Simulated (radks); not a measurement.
Initial-state core-level shifts of the argon ion Ar2+ when its valence configuration changes from [Ne] 3s2 3p4. All-electron calculation, scalar-relativistic Kohn-Sham, PBEsol, spin-polarised, spherical densities, finite nucleus; open shells are filled with parallel spins first; Fermi nuclear charge, rms radius 3.4274 fm. Program: a radial shooting solver on a logarithmic mesh with Libxc functionals. Shifts are changes of the shell-averaged eigenvalues in eV (positive: less bound); the change of the density at the nucleus, which sets a Mossbauer isomer shift, is in e/bohr^3, on a base of 4344.

| valence | 1s | 2s | 2p | density at nucleus |
|---|---|---|---|---|
| 3s1.5 3p4.5 | -0.563 | -0.586 | -0.571 | -9.5396 |
| 3s1 3p5 | -1.124 | -1.169 | -1.140 | -19.0958 |
| 3p6 | -2.327 | -2.403 | -2.345 | -38.8398 |
